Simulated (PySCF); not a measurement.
PbBr₂, SMILES [Pb]([Br])[Br] (connectivity only; charge and spin as stated), neutral, multiplicity 1.

Geometry: B3LYP-D3(BJ)/def2-SVP. The isomer is the one that the SMILES or the coordinates give; other isomers of the formula were not compared. The def2 effective core potentials stand for the cores of Pb; spin–orbit coupling is left out.

Two levels are set side by side: PBE/def2-TZVPD (PySCF) and CAM-B3LYP/def2-TZVPD (PySCF). Same geometry, gas phase. Differences are taken from unrounded values.

| quantity | CAM-B3LYP |
|---|---|
| orbital gap (eV) | 6.52 |
| highest occupied level (eV) | -9.06 |
| lowest empty level (eV) | -2.54 |
| dipole moment (D) | 4.63 |
| mean polarisability (bohr³) | 92.6 |

### Question
What does PBE give, and how far is it from CAM-B3LYP? (The exact figures need the calculation; the answer reports its results.)

### Answer

```tsv
quantity	PBE	PBE minus CAM-B3LYP
orbital gap (eV)	2.78	-3.73
highest occupied level (eV)	-6.75	2.31
lowest empty level (eV)	-3.96	-1.42
dipole moment (D)	4.13	-0.50
mean polarisability (bohr³)	97.5	4.9
```

PBE's occupied levels lie high since its potential decays too fast outside the molecule; exact exchange lowers them and widens the gap. PBE's more diffuse valence density responds more strongly to a field. Differences between two approximate levels are no errors against the true value.

Rough cost on one machine, each run with all the roots and properties that it gave: CAM-B3LYP against PBE within a factor of 2.
